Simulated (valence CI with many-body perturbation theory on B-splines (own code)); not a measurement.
The numbers below are computed, except where a source is named.
# Yb⁵⁶⁺: what each term of the Hamiltonian does

Level of theory: configuration interaction combined with many-body perturbation theory (CI+MBPT): four valence electrons over a frozen Dirac-Fock core [Ne], a basis of 11 s, 11 p, 9 d, 7 f, 5 g, 2 h, 1 i functions for each j, with the one-electron correlation potential Σ1 (screened to all orders), the two-electron term Σ2, the three-electron term Σ3, Breit, model QED; selected single and double excitations, second order for the rest (own B-spline code, finite nucleus).

The last digits are not significant, and no measured levels were compared; by estimate large intervals hold to a few tenths of a per cent, small ones and those within an open d or f shell to about a per cent.

Each rung adds one term. CI alone is the Dirac-Coulomb CI over the frozen core; QED comes last and gives the full result, which names the levels. Energies are above (3s^2 3p1/2^2) J=0 on the same rung, in Ry.

Levels are named by their leading jj configuration (3d3/2^4 stands for four electrons in 3d with j = 3/2), which in mixed levels can hold well under half, so a name can repeat and another be missing. Letters in brackets count levels of one name in rising energy.

```tsv
Level	CI alone	+ Σ1	+ Σ2	+ Σ3	+ Breit	Full
(3s^2 3p1/2 3p3/2) J=1	19.685	19.697	19.707	19.708	19.453	19.478
(3s^2 3p1/2 3p3/2) J=2	20.365	20.377	20.383	20.384	20.098	20.123
(3s 3p1/2^2 3p3/2) J=2	31.088	31.081	31.086	31.091	31.043	30.802
(3s 3p1/2^2 3p3/2) J=1	33.032	33.025	33.012	33.015	32.947	32.736
(3s^2 3p1/2 3d3/2) J=2	34.952	34.946	34.938	34.935	34.590	34.565
(3s^2 3p1/2 3d3/2) J=1	37.905	37.899	37.843	37.833	37.562	37.500
(3s^2 3p3/2^2) J=2	40.514	40.537	40.554	40.554	40.035	40.083
(3s^2 3p1/2 3d5/2) J=2	40.955	40.959	40.931	40.924	40.486	40.467
(3s^2 3p1/2 3d5/2) J=3	41.060	41.065	41.045	41.038	40.545	40.532
(3s^2 3p3/2^2) J=0	41.889	41.912	41.925	41.923	41.436	41.485
(3s 3p1/2^2 3d3/2) J=1	46.576	46.551	46.534	46.533	46.462	46.166
(3s 3p1/2^2 3d3/2) J=2	47.095	47.070	47.051	47.048	46.954	46.658
(3s 3p1/2 3p3/2^2) J=2 [a]	50.257	50.261	50.279	50.283	49.996	49.783
(3s 3p1/2 3p3/2^2) J=3	51.544	51.548	51.560	51.565	51.214	51.006
(3s 3p1/2^2 3d5/2) J=3	52.306	52.291	52.260	52.256	52.017	51.734
(3s 3p1/2 3p3/2^2) J=0	52.279	52.284	52.298	52.302	52.018	51.823
(3s 3p1/2^2 3d5/2) J=2	53.249	53.234	53.200	53.193	52.976	52.689
(3s 3p1/2 3p3/2^2) J=1 [a]	53.316	53.320	53.317	53.320	52.998	52.809
(3s 3p1/2 3p3/2^2) J=2 [b]	53.386	53.391	53.385	53.388	53.013	52.848
(3s 3p1/2 3p3/2^2) J=1 [b]	54.123	54.128	54.100	54.102	53.820	53.601
(3s^2 3p3/2 3d3/2) J=3	57.243	57.249	57.223	57.215	56.609	56.602
(3s^2 3p3/2 3d3/2) J=2	57.441	57.447	57.399	57.392	56.880	56.817
(3s^2 3p3/2 3d3/2) J=1	57.480	57.486	57.448	57.441	56.911	56.876
(3s^2 3p3/2 3d3/2) J=0	57.535	57.541	57.508	57.500	56.990	56.962
(3s^2 3p3/2 3d5/2) J=4	60.247	60.264	60.267	60.263	59.525	59.538
(3s^2 3p3/2 3d5/2) J=2	60.856	60.873	60.862	60.858	60.156	60.161
(3s^2 3p3/2 3d5/2) J=3	62.570	62.585	62.548	62.537	61.823	61.829
(3s^2 3p3/2 3d5/2) J=1	63.184	63.201	63.175	63.160	62.492	62.497
(3s 3p1/2 3p3/2 3d3/2) J=2 [a]	64.221	64.207	64.208	64.214	63.976	63.634
(3s 3p1/2 3p3/2 3d3/2) J=0 [a]	64.742	64.728	64.739	64.742	64.464	64.179
(3s 3p1/2 3p3/2 3d3/2) J=1 [a]	64.977	64.963	64.970	64.971	64.646	64.376
```

(1) How does the ionisation energy move along the ladder, and which term matters most?

Answers

(1) CI alone 5739.5, + Σ1 5740.7, + Σ2 5740.8, + Σ3 5740.5, + Breit 5732.3, + QED 5732.3 eV. The largest step is Breit, -8.2 eV. NIST lists 5731 ± 5 eV (theoretical).
